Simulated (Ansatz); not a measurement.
Reaction (formal exchange of groups at the Si–C bond): `O[SiH2]CS` + `COCC(=O)O` → `COC[SiH2]O` + `O=C(O)CS`

Isolated molecules relaxed with PBE0-D4/def2-TZVP in Ansatz; ΔE leaves out vibrations. CCSD(T)/CBS adds triple-zeta CCSD(T) − MP2 to the extrapolated MP2 energy (def2 sets, frozen cores). DFT in def2-TZVPP. B3LYP here is the variant with VWN-RPA as its local correlation; programs differ in this. Each species was taken in one conformer, which may not be the lowest.

**Question.** Is it downhill or uphill in electronic energy at CCSD(T)/CBS, and by how much? (Estimate.)

**Answer.** Ansatz gave: Uphill: ΔE = +5.8 kcal/mol.

**Question.** What do these levels give: B3LYP-D4, PBE0, B3LYP, HF/def2-TZVPP, HF/def2-QZVPP, CCSD/CBS(def2)? (Estimate.)

**Answer.** Ansatz gave: B3LYP-D4 5.2, PBE0 6.1, B3LYP 5.4, HF/def2-TZVPP 6.2, HF/def2-QZVPP 6.2, CCSD/CBS(def2) 5.8 kcal/mol.

Largest T1 diagnostic among the species: 0.014.
